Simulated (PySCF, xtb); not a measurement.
BBrClH₂N, SMILES NB(Cl)Br. Atoms are numbered in the order given.

```xyz
6

B      0.4251     0.5897     0.0000
Cl    -0.7487     1.9060     0.0000
Br    -0.1862    -1.2374     0.0000
N      1.7844     0.8602     0.0000
H      2.4840     0.1300     0.0000
H      2.1453     1.8055     0.0000
```

Geometry: PBE0-D3(BJ)/def2-SVP. The values are those of a single conformer.

The numbers are results of PySCF with IEF-PCM-PBE0/def2-SVP, not measurements.

The values are the electrostatic part of the solvation free energy, E(continuum) − E(gas) at the gas-phase geometry, in a cavity of scaled van der Waals radii (PySCF's table); cavitation and dispersion terms are not included. In vacuum the orbital gap is 8.47 eV. The dipole moment in vacuum is 3.02 D.

Computed values in water (ε = 78.36), chloroform (ε = 4.71), dimethylsulfoxide (ε = 46.83):
```tsv
solvent	ε	ΔG(elec) (kcal/mol)	dipole (D)	gap (eV)
water	78.36	-4.7	3.85	8.49
chloroform	4.71	-3.4	3.61	8.50
dimethylsulfoxide	46.83	-4.7	3.84	8.49
```

For comparison, GFN2-xTB/ALPB(water) (xtb, at the GFN2-xTB geometry, all terms of that model) gives -5.7 kcal/mol.
